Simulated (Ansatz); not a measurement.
`C[Se][SiH3]` + `BN[SiH2]Cl` → `BN([SiH3])[SiH2]Cl` + `C[SeH]` at 298.15 K and 1 bar (ligand exchange at the Si–Se bond).

Gas-phase electronic energies from Ansatz, PBE0-D4/def2-TZVP geometries. CCSD(T)/CBS adds triple-zeta CCSD(T) − MP2 to the extrapolated MP2 energy (def2 sets, frozen cores). For Se outer-core shells are correlated without core-valence functions, which leaves a few kJ/mol of doubt a bond. Scalar relativity is left out up to krypton. Each species was taken in one conformer, which may not be the lowest.

| species | CCSD(T)/CBS energy (Eh) | H − E (kJ/mol) | S (J/(mol·K)) |
| --- | --- | --- | --- |
| `C[Se][SiH3]` | -2731.45956 | 182.9 | 327.5 |
| `BN[SiH2]Cl` | -831.46864 | 169.7 | 323.9 |
| `BN([SiH3])[SiH2]Cl` | -1121.76437 | 215.1 | 378.4 |
| `C[SeH]` | -2441.15625 | 129.5 | 267.5 |

H − E and S are ideal-gas, rigid-rotor, harmonic terms from PBE0-D4/def2-TZVP, for one conformer and one mirror image of each species. 1 Eh = 2625.50 kJ/mol, R = 8.31446 J/(mol·K).

Task: By hand: ΔE, ΔH, ΔS and ΔG.

Result: ΔE = (-1121.76437) + (-2441.15625) − (-2731.45956) − (-831.46864) = 0.00758 Eh = 19.9 kJ/mol. Δ(H − E) = 215.1 + 129.5 − 182.9 − 169.7 = -8.0, so ΔH = 11.9 kJ/mol. ΔS = 378.4 + 267.5 − 327.5 − 323.9 = -5.5 J/(mol·K). ΔG = 11.9 − 298.15 × (-5.5)/1000 = 13.5 kJ/mol.

Task: By hand: the equilibrium constant, and the temperature at which ΔG would vanish if ΔH and ΔS stayed fixed.

Result: log₁₀ K = −ΔG/(RT ln 10) = -2.4. ΔH and −TΔS have one sign here, so there is no such temperature. One of them is within its doubt of zero, so this could turn.

The number of gas molecules stays the same, so ΔS is small and ΔH decides. A doubt of 5 kJ/mol in ΔE shifts log₁₀ K by 0.9 here. Other conformers and mirror images would add mixing entropy, several J/(mol·K) or more a flexible species. Modes under 60 cm⁻¹, often nearly free rotors, make the harmonic entropy too high. These are equilibria of isolated gas molecules and say nothing of rates. Largest T1 diagnostic: 0.012 (customary marks: 0.02 for closed shells, 0.045 for open ones).
